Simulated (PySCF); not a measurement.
**How good is the calculation?**

Atoms are numbered as in `[CH3:1][CH:2]([CH3:3])[O:4][C:5]([CH3:6])([CH3:7])[CH3:8]`. Each H is labelled by its parent atom.

No solvent model, rapidly exchanging positions averaged, a single conformation, relativity neglected. PBE0-D3(BJ)/def2-SVP structure; GIAO B97-2/pcSseg-1 shieldings; PySCF 2.14.0 with density-fitted response routines.

Reference values: measured (solution, not stated per compound (mostly CDCl3 or CCl4); Pretsch, Buehlmann, Badertscher, Structure Determination of Organic Compounds, 4th ed. (2009)).
```json
{"atoms": "C5", "quantity": "δ ¹³C", "reference": "73.0", "computed": "70.9", "computed, scaled": "69.4"}
{"atoms": "C2", "quantity": "δ ¹³C", "reference": "63.5", "computed": "63.4", "computed, scaled": "61.8"}
{"atoms": "C6/C7/C8", "quantity": "δ ¹³C", "reference": "28.5", "computed": "28.5", "computed, scaled": "27.1"}
{"atoms": "C1/C3", "quantity": "δ ¹³C", "reference": "25.2", "computed": "26.0", "computed, scaled": "24.5"}
```

Computed shifts are σ(ref) − σ with the named reference compound (TMS for H and C) calculated as an isolated molecule at the same level. The measured values may be among those fitted. Shieldings were converted by linear fits to measured shifts (mostly CDCl3, TMS scale, for H and C): ¹³C (scatter 1.9 ppm rms). Occasional misses reach two or three times the rms, and more in compound classes unlike the fitted ones.

Problem. How far are the unscaled ¹³C shifts from the references?

Solution. Mean signed difference -0.35 ppm, mean absolute 0.75 ppm over 4 comparisons; the largest is -2.1 ppm at C5 (fully substituted sp3 carbon bonded to O).

4 of the 9 published NMR values on file for this molecule are compared.
